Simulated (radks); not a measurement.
Results of a calculation; reference values are marked as such.
Initial-state core-level shifts of the ruthenium ion Ru3+ when its valence configuration changes from [Kr] 4d5. Level of theory: scalar-relativistic Kohn-Sham, PBE, spin-polarised, spherical densities, point nucleus; open shells are filled with parallel spins first (spin-orbit coupling, left out, can overturn this in heavy ions) (a radial shooting solver on a logarithmic mesh with Libxc functionals). Shifts are changes of the shell-averaged eigenvalues in eV (positive: less bound).

[
 {"valence": "4d3 5s2", "3s": "-11.834", "3p": "-11.835", "4s": "-10.172", "4p": "-9.641"},
 {"valence": "4d4 5s1", "3s": "-5.733", "3p": "-5.734", "4s": "-4.967", "4p": "-4.705"},
 {"valence": "4d3 5s1 5p1", "3s": "-12.856", "3p": "-12.855", "4s": "-11.116", "4p": "-10.552"},
 {"valence": "4d4 5p1", "3s": "-6.880", "3p": "-6.879", "4s": "-6.091", "4p": "-5.812"},
 {"valence": "4d2 5s2 5p1", "3s": "-19.255", "3p": "-19.255", "4s": "-16.401", "4p": "-15.543"},
 {"valence": "4d3.5 5s1 5p0.5", "3s": "-9.271", "3p": "-9.271", "4s": "-8.043", "4p": "-7.634"},
 {"valence": "4d2.5 5s1 5p1.5", "3s": "-16.487", "3p": "-16.486", "4s": "-14.182", "4p": "-13.458"}
]
